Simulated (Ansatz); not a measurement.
The cluster CrO2: single points at one geometry.

```yaml
crystal:
  periodic: [false, false, false]
  atoms:
    - {symbol: Cr, position_ang: [0.075227, 0.212602, 0.528560]}
    - {symbol: O, position_ang: [1.185810, 0.298858, -0.601368]}
    - {symbol: O, position_ang: [-1.261037, -0.511460, 0.072818]}
basis:
  gaussian: {orbitals: def2-TZVPD, initial_orbitals: start.molden}
correlation: {method: ccsd_t}
scf: {omitted_lower_state_checks: [starts]}
output: {orbitals: {seedname: orbitals}}
```

The file start.molden holds the orbitals of an earlier run on this structure, at another level or in another basis.

```sh
$ ansatz run in.yaml --threads 4 --pin off --events-out ev --progress --plain --max-ram 3916MiB
```

Shortened log:

```
Functional definition: HF
962 factors; integrals over basis functions are off by at most 4.0e-4 eV
mean field evaluation 1: about -32457.4380 eV, gradient 3.0e1 eV
mean field evaluation 2: about -32459.1227 eV, gradient 2.4e0 eV
mean field evaluation 4: about -32459.5363 eV, gradient 2.4e0 eV
mean field evaluation 8: about -32459.5467 eV, gradient 1.0e-3 eV
mean field -32459.54673666 eV, -1192.8663407012 hartree, gradient 2.8e-6 eV, S^2 0.000000; 0 other end points of the search recorded, 0 dependent functions left out; unrestricted orbitals would lower it
mean field evaluation 16: about -32460.1527 eV, gradient 3.0e0 eV
7 core orbitals not correlated: weight in the atoms' cores, before any rotation towards them, 1.000 or more for the frozen orbitals, at most 0.000 for the correlated occupied ones
reference -32459.54673666 eV, -1192.8663407012 hartree; 13, 13 occupied and 108, 108 virtual orbitals, 962 factors
second order -29.62914013 eV of doubles, -0.00000000 eV of singles
cycle   1  -22.41142960 eV  change     7.2e0 eV  update   5.0e-1
cycle   2  -26.24030310 eV  change    -3.8e0 eV  update   5.4e-1
cycle   3  -26.75971102 eV  change   -5.2e-1 eV  update   9.4e-2
cycle   4  -26.74792299 eV  change    1.2e-2 eV  update   6.2e-2
cycle   5  -26.73778175 eV  change    1.0e-2 eV  update   2.5e-2
cycle   6  -26.79057086 eV  change   -5.3e-2 eV  update   1.9e-2
cycle   7  -26.78894893 eV  change    1.6e-3 eV  update   1.6e-2
cycle   8  -26.77642730 eV  change    1.3e-2 eV  update   1.2e-2
cycle   9  -26.79993003 eV  change   -2.4e-2 eV  update   1.0e-2
cycle  10  -26.83003726 eV  change   -3.0e-2 eV  update   8.5e-3
cycle  11  -26.82910160 eV  change    9.4e-4 eV  update   6.8e-3
cycle  12  -26.82263744 eV  change    6.5e-3 eV  update   5.1e-3
cycle  13  -26.83113827 eV  change   -8.5e-3 eV  update   2.7e-3
cycle  14  -26.82881220 eV  change    2.3e-3 eV  update   1.4e-3
cycle  15  -26.82829079 eV  change    5.2e-4 eV  update   8.3e-4
cycle  16  -26.83014707 eV  change   -1.9e-3 eV  update   3.5e-4
cycle  17  -26.83040767 eV  change   -2.6e-4 eV  update   2.5e-4
cycle  18  -26.83026925 eV  change    1.4e-4 eV  update   1.2e-4
cycle  19  -26.83050533 eV  change   -2.4e-4 eV  update   7.9e-5
cycle  20  -26.83052344 eV  change   -1.8e-5 eV  update   4.9e-5
cycle  21  -26.83040289 eV  change    1.2e-4 eV  update   3.0e-5
cycle  22  -26.83043052 eV  change   -2.8e-5 eV  update   2.1e-5
cycle  23  -26.83041478 eV  change    1.6e-5 eV  update   1.6e-5
cycle  24  -26.83039739 eV  change    1.7e-5 eV  update   1.2e-5
cycle  25  -26.83039357 eV  change    3.8e-6 eV  update   6.3e-6
perturbative correction -2.38382312 eV, -0.0876038838 hartree
Total energy: -32488.76095335 eV, -1193.9399433624 hartree
Checks for a lower state left out: starts
```

It took 4.3 s on 4 threads of Arm Neoverse V1 on a shared host.

As the first input, with `gaussian: {orbitals: def2-TZVP, initial_orbitals: start.molden}`, `hamiltonian: {xc: r2scan, dispersion: d4}` and without the key `correlation` (abridged; 1.7 s):

```
Functional definition: r2SCAN
mean field -32513.68095743 eV, -1194.8557366209 hartree, gradient 1.0e-5 eV, S^2 0.000000
Total energy: -32513.69163010 eV, -1194.8561288344 hartree
Checks for a lower state left out: starts
```

The first input with `gaussian: {orbitals: def2-TZVP, initial_orbitals: start.molden}`, `hamiltonian: {xc: {name: LC-wPBE}}` and without the key `correlation` (abridged; 2.6 s):

```
Functional definition: LC-wPBE
mean field -32507.50431371 eV, -1194.6287491511 hartree, gradient 7.5e-6 eV, S^2 0.000000
Total energy: -32507.50431372 eV, -1194.6287491514 hartree
Checks for a lower state left out: starts
```

The first input with `gaussian: {orbitals: def2-TZVP, initial_orbitals: start.molden}`, `correlation: {method: mp2}` (abridged; 5.5 s):

```
Functional definition: HF
mean field -32459.46084503 eV, -1192.8631842419 hartree, gradient 2.0e-6 eV, S^2 0.000000; unrestricted orbitals would lower it
mean field evaluation 16: about -32460.2288 eV, gradient 2.6e0 eV
mean field evaluation 32: about -32461.2031 eV, gradient 3.7e-1 eV
unrestricted determinant -32461.58274356 eV, -1192.9411625747 hartree, S^2 2.6853
7 core orbitals not correlated: weight in the atoms' cores, before any rotation towards them, 1.000 or more for the frozen orbitals, at most 0.000 for the correlated occupied ones
second order -29.48831700 eV of doubles, -0.00000000 eV of singles
Total energy: -32488.94916202 eV, -1193.9468599037 hartree
Checks for a lower state left out: starts
```

The first input with `gaussian: {orbitals: def2-TZVP, initial_orbitals: start.molden}`, `hamiltonian: {xc: pbe}`, `correlation: {method: rpa}` and without the key `output` (abridged; 4.2 s):

```
Functional definition: PBE
mean field -32506.76885813 eV, -1194.6017216569 hartree, gradient 1.9e-6 eV, S^2 0.000000; unrestricted orbitals would lower it
mean field evaluation 16: about -32456.1690 eV, gradient 2.9e1 eV
mean field evaluation 32: about -32461.1314 eV, gradient 1.6e0 eV
7 core orbitals not correlated: weight in the atoms' cores, before any rotation towards them, 1.000 or more for the frozen orbitals, at most 0.000 for the correlated occupied ones
Total energy: -32497.81369610 eV, -1194.2726255223 hartree
Checks for a lower state left out: starts
```

Geometry: PBE-D4/def2-TZVP.

LC-ωPBE has ω = 0.4 bohr⁻¹. Correlated methods freeze 7 core orbitals; core or outer-core shells of Cr are correlated, in sets that lack core-valence functions. At CCSD(T)/def2-TZVPD T1 of the charge 0 singlet is large (up to 0.076), so the single-reference result is doubtful. At CCSD(T)/def2-TZVPD, r2SCAN-D4/def2-TZVP, MP2/def2-TZVP, RPA@PBE/def2-TZVP the restricted singlet (for correlated methods, its reference) is unstable: a solution with broken spin symmetry lies lower. The restricted singlet is unstable towards broken spin symmetry at other levels; at LC-ωPBE/def2-TZVP this wasn't settled. The order of the spin states hangs on the level: the triplet lies 1.25 eV below the singlet at PBE0-D4/def2-TZVP, but 3.97 eV above it at MP2/def2-TZVP. The structure comes from a short search, and lower isomers may exist.
